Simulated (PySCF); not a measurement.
C2H4BrFSi, SMILES C=C[SiH](F)Br. Coordinates come from a PBE-D3(BJ)/def2-SVP optimisation. The structure was generated by enumeration, and PubChem lists no compound with its InChIKey, so it may never have been made. One conformer was computed; it need not be the lowest.

Computed equilibrium geometry at PBE-D3(BJ)/def2-SVP (PySCF confirms it by a frequency run) as bond lengths and angles (one conformer of several):
Atoms: Si1 F2 Br3 C4 C5 H6 H7 H8 H9. Bonded distances (Å): Si1–F2 1.638, Si1–Br3 2.234, Si1–C4 1.857, Si1–H6 1.495, C4–C5 1.349, C4–H7 1.105, C5–H8 1.103, C5–H9 1.104. Bond angles (°): F2–Si1–Br3 108.8, F2–Si1–C4 107.6, F2–Si1–H6 107.8, Br3–Si1–C4 109.9, Br3–Si1–H6 107.4, C4–Si1–H6 115.3, Si1–C4–C5 121.4, Si1–C4–H7 119.0, C5–C4–H7 119.6, C4–C5–H8 121.4, C4–C5–H9 122.0, H8–C5–H9 116.6.
Charge 0, spin multiplicity 1.
